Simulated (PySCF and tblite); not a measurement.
C8H3ClN2, numbered as in [N:1]#[C:2][c:3]1[cH:4][cH:5][cH:6][c:7]([Cl:8])[c:9]1[C:10]#[N:11].

Geometries GFN2-xTB; weights from PBE0-D3(BJ)/pcSseg-1 energies and GFN2-xTB thermal corrections, with symmetry numbers and mirror pairs. Conformers within 2.5 kcal/mol (GFN2-xTB free energy) were kept, 3 at most. GIAO shieldings: PBE0/pcSseg-1. Shifts are against TMS (¹H), TMS (¹³C), NH3 (¹⁵N) at the same level. (PySCF 2.14, tblite 0.8.)

List the conformer-averaged shifts at 298.15 K.

¹H: 7.88 (H6, 1H), 7.87 (H4, 1H), 7.78 (H5, 1H) ppm. ¹³C: 152.8 (C7), 139.1 (C6), 138.3 (C4), 137.8 (C5), 124.3 (C3), 122.9 (C9), 120.8 (C2), 118.5 (C10) ppm. ¹⁵N: 343.3 (N11), 333.3 (N1) ppm.

Unscaled ¹⁵N shifts at such levels can be off by tens of ppm; differences between conformers or isomers are more reliable. Shifts are unscaled: against experiment ¹³C can be off by 15 ppm or more and ¹H by 0.8 ppm.


¹⁵N shifts are against a computed isolated NH3 molecule, about 20 ppm from the liquid.